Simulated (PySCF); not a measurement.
hexane (C6H14), SMILES CCCCCC.

Coordinates come from a r2SCAN-D4/def2-SVP optimisation. The values are those of a single conformer.

All values below come from TDA-PBE0/def2-SVPD (PySCF).

Vertical excitations. 

| state | energy (eV) | λ (nm) | f | main pairs |
|---|---|---|---|---|
| S1 | 8.43 | 147 | 0.005 | HOMO→LUMO 94 % |
| S2 | 8.54 | 145 | 0.002 | HOMO−1→LUMO 91 % |
| S3 | 8.68 | 143 | 0.000 | HOMO−2→LUMO 81 % |
| S4 | 8.82 | 141 | 0.006 | HOMO−3→LUMO 45 %, HOMO→LUMO+1 26 %, HOMO−1→LUMO+1 19 % |
| S5 | 8.88 | 140 | 0.017 | HOMO→LUMO+1 51 %, HOMO−1→LUMO+1 19 %, HOMO−3→LUMO 12 %, HOMO−2→LUMO 9 % |
| S6 | 8.97 | 138 | 0.014 | HOMO→LUMO+2 83 % |
| T1 | 8.23 | 151 | 0 | HOMO→LUMO 70 %, HOMO−1→LUMO 17 % |
| T2 | 8.32 | 149 | 0 | HOMO−1→LUMO 57 %, HOMO→LUMO 13 %, HOMO−2→LUMO 10 % |
Triplets are in the Tamm–Dancoff approximation.
